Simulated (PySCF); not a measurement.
C3H3ClF2, SMILES C/C(F)=C(\F)Cl.

Geometry optimised at B3LYP-D3(BJ)/def2-SVP.

Two levels are set side by side: TDA-PBE/def2-SVPD (PySCF) and TDA-B3LYP/def2-SVPD (PySCF). Vertical, same geometry. The lowest singlet is HOMO→LUMO+1 99 % with PBE and HOMO→LUMO+1 91 % with the other functional; states are paired by order. Differences are taken from unrounded values.

```csv
quantity,TDA-B3LYP,TDA-PBE,TDA-PBE minus TDA-B3LYP
lowest singlet excitation (eV),5.89,5.52,-0.38
lowest triplet excitation (TDA) (eV),4.16,4.17,0.01
first bright state (f over 0.05) (eV),7.32,7.00,-0.31
its oscillator strength,0.63,0.52,-0.11
```

A lower first singlet is the usual sign of a functional without exact exchange. Differences between two approximate levels are no errors against the true value.

Rough cost on one machine, each run with all the roots and properties that it gave: TDA-B3LYP against TDA-PBE about 2 times.
